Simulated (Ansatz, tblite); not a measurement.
Cost and result up the ladder for bis(4-tert-butylphenyl)iodonium hydroxide, `CC(C)(C)c1ccc([I+]c2ccc(C(C)(C)C)cc2)cc1.[OH-]` (49 atoms). Charge 0, multiplicity 1. Geometry: PBE-D4/def2-SVP.

```xyz
49

C    -0.9242    6.1796   -3.5496
C    -0.3001    4.9819   -4.3019
C     1.0625    5.4212   -4.8657
C    -1.2113    4.5834   -5.4855
C    -0.1739    3.7888   -3.3378
C    -1.3298    3.2564   -2.7225
C    -1.2689    2.1729   -1.8335
C    -0.0240    1.6005   -1.5491
I     0.3903   -0.1908   -0.2547
C     0.1913   -1.7568    1.3477
C    -0.9927   -2.2555    1.8953
C    -0.9272   -3.2972    2.8389
C     0.3024   -3.8506    3.2499
C     0.4039   -4.9812    4.2895
C     1.1324   -6.1909    3.6606
C    -0.9784   -5.4491    4.7768
C     1.2052   -4.4730    5.5103
C     1.4793   -3.3212    2.6748
C     1.4295   -2.2833    1.7327
C     1.1386    2.1002   -2.1385
C     1.0617    3.1873   -3.0282
H    -0.2883    6.4850   -2.6938
H    -1.9301    5.9381   -3.1521
H    -1.0307    7.0514   -4.2283
H     0.9251    6.2800   -5.5536
H     1.5531    4.6099   -5.4407
H     1.7567    5.7451   -4.0640
H    -2.2252    4.2929   -5.1456
H    -1.3231    5.4323   -6.1920
H    -0.7844    3.7251   -6.0431
H    -2.3157    3.6969   -2.9406
H    -2.1713    1.7684   -1.3564
H    -1.9544   -1.8274    1.5822
H    -1.8702   -3.6783    3.2555
H     2.1568   -5.9302    3.3279
H     1.2191   -7.0167    4.3973
H     0.5788   -6.5728    2.7788
H    -1.5413   -4.6321    5.2718
H    -1.5985   -5.8410    3.9452
H    -0.8585   -6.2658    5.5172
H     1.2998   -5.2731    6.2739
H     2.2285   -4.1548    5.2275
H     0.7010   -3.6049    5.9816
H     2.4631   -3.7195    2.9693
H     2.3706   -1.8906    1.3060
H     2.1251    1.6549   -1.9137
H     1.9918    3.5644   -3.4756
O    -1.6359    0.1848    0.3340
H    -1.5086    0.7556    1.1220
```

Ansatz on 2 threads of AMD EPYC 7R13 on a shared host and a share (18 GiB) of an NVIDIA H100 80GB HBM3; xTB runs through tblite on one thread. Times are rough, summed over both states, and most runs start from the orbitals of an earlier one. PBE0-D4/def2-TZVP serves as the yardstick here, not as an exact answer. The other state is a triplet.

In the def2 sets I takes a core potential; there is no spin–orbit coupling. The xTB rows come from tblite. Single mean-field runs in def2-TZVP are fitted with def2-universal-jkfit.

xTB has no spin-polarisation term.

```tsv
level	functions	vertical triplet (eV)	difference from PBE0-D4/def2-TZVP (eV)
PBE0-D4/def2-TZVP (with forces)	863	1.89	0.00
GFN2-xTB	120	2.90	1.01
PBE-D4/def2-TZVP (with forces)	863	1.99	0.11
GFN1-xTB	147	2.32	0.43
```

Task: Estimate how long each takes.

Result: GFN2-xTB 0.17 s; GFN1-xTB 0.23 s; PBE-D4/def2-TZVP (with forces) 29 s; PBE0-D4/def2-TZVP (with forces) 37 s. On shared hardware such times vary by a factor of up to 3.
